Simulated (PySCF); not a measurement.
**Working out the ionisation energy of Se**

Se [Ar] 3d10 4s2 4p4 (3P) → Se⁺ [Ar] 3d10 4s2 4p3 (4S). All numbers are calculated (PySCF 2.14, no relativity, point nucleus, in pcseg-2 (6s5p3d1f, 43 functions)). Frozen: [Ar] 3d10. Energies in hartree (1 hartree = 27.21139 eV):

```tsv
part	Se (lower)	Se⁺ (upper)
UHF	-2399.844614	-2399.528745
CCSD correlation	-0.118232	-0.089967
(T)	-0.003561	-0.002570
```

Task: What does Hartree-Fock give?

Result: (-2399.528745) − (-2399.844614) = 0.315869 hartree = 8.595 eV.

Task: What do CCSD and CCSD(T) give?

Result: The CCSD correlation energies differ by 0.028265 hartree = 0.769 eV and the triples by 0.000991 hartree = 0.027 eV, so CCSD gives 9.364 eV and CCSD(T) 9.391 eV.

Measured between the centres of the two terms (NIST): 9.635 eV, so CCSD(T) (valence) is off by -0.244 eV.

The calculation is non-relativistic.

What remains against the reference includes basis incompleteness, the frozen core and higher excitations.
